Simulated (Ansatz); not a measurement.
`[OH][Ti]([OH])([F])[Cl]` + `C[SeH]` → `C[Se][Ti]([OH])([F])[Cl]` + H₂O  (ligand exchange at a Ti–O bond)

Gas-phase electronic energies from Ansatz, PBE0-D4/def2-TZVP geometries. CCSD(T)/CBS adds triple-zeta CCSD(T) − MP2 to the extrapolated MP2 energy (def2 sets, frozen cores). This one scheme is used for every species. Functionals use def2-TZVPP. For Se, Ti outer-core shells are correlated without core-valence functions, which leaves a few kJ/mol of doubt a bond. Scalar relativity is left out up to krypton. One conformer a species, not always the lowest.

CCSD(T)/CBS gives +2.5 kcal/mol.

Question: Another level gave +4.5 kcal/mol. Which?
A. PBE0/def2-TZVPP
B. CCSD/def2-TZVPP
C. PBE-D4/def2-TZVPP
D. B2PLYP/def2-TZVPP

Answer: D. B2PLYP 4.5, PBE-D4 3.4, CCSD/def2-TZVPP 7.0, PBE0 5.6 kcal/mol.

Largest T1 diagnostic among the species: 0.024, so the coupled-cluster value is less sure than usual.

In def2-TZVPP, CCSD(T) changes the Hartree–Fock value by −8.5 kcal/mol (the triples alone add −2.8 kcal/mol) and MP2 by −11.6 kcal/mol. The D4 term adds −2.7 kcal/mol with B3LYP and −1.5 kcal/mol with PBE0; it sums over pairs of atoms, weighted by their polarisabilities, and B3LYP, whose exchange is more repulsive, gets the larger term.

B3LYP here is the variant with VWN-RPA as its local correlation; programs differ in this.
